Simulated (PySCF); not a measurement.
Species: C₇H₆N₂O.
Cartesian coordinates in Å at the GFN2-xTB level; atoms count from 1:
```
atom  x, y, z in Å
C1    -0.509   -2.305   -0.619
C2    -0.399   -1.017   -0.269
C3    -1.554   -0.220   -0.105
C4    -2.624    0.339   -0.001
C5    -3.792    1.020    0.131
N6    -4.792    1.579    0.237
N7     0.841   -0.417   -0.054
C8     1.044    0.890    0.305
C9     2.509    1.228    0.460
O10    0.141    1.671    0.476
H11    0.358   -2.929   -0.749
H12   -1.471   -2.752   -0.781
H13    1.642   -1.019   -0.181
H14    2.604    2.273    0.741
H15    2.959    0.608    1.232
H16    3.036    1.060   -0.478
```

Computed at PBE0/pcSseg-1 (PySCF, non-relativistic), with Q(14N) = 0.02044 b, Q(17O) = −0.0256 b: N6, 14N (I = 1): χzz = -4.653 MHz, η = 0.031; N7, 14N (I = 1): χzz = -4.539 MHz, η = 0.166; O10, 17O (I = 5/2): χzz = 10.02 MHz, η = 0.123.

Q: Where would the pure quadrupole (NQR) lines of 14N at N6 fall for the rigid, isolated species?

A: From ν± = (3/4)|χ|(1 ± η/3) and ν0 = |χ|η/2: ν+ 3.525 MHz, ν− 3.454 MHz, ν0 0.071 MHz (nitrile nitrogen).

Q: Where would the pure quadrupole (NQR) lines of 14N at N7 fall for the rigid, isolated species?

A: From ν± = (3/4)|χ|(1 ± η/3) and ν0 = |χ|η/2: ν+ 3.593 MHz, ν− 3.215 MHz, ν0 0.378 MHz (amide nitrogen).

Q: Find the zero-field quadrupole resonance frequencies of 17O at O10.

A: From the eigenvalues of H = χ/[4I(2I − 1)] × [3Iz² − I(I + 1) + η(Ix² − Iy²)], steps between neighbouring levels, labelled as for η = 0: ±1/2↔±3/2 1.527 MHz, ±3/2↔±5/2 2.997 MHz (amide oxygen).

In a crystal, neighbours and librations shift these lines. GFN2-xTB bond lengths can be off by several hundredths of an ångström, more for odd bonds, and the gradients follow them. With a basis this small, the couplings can be 20 % off.

One conformer stands for the species.
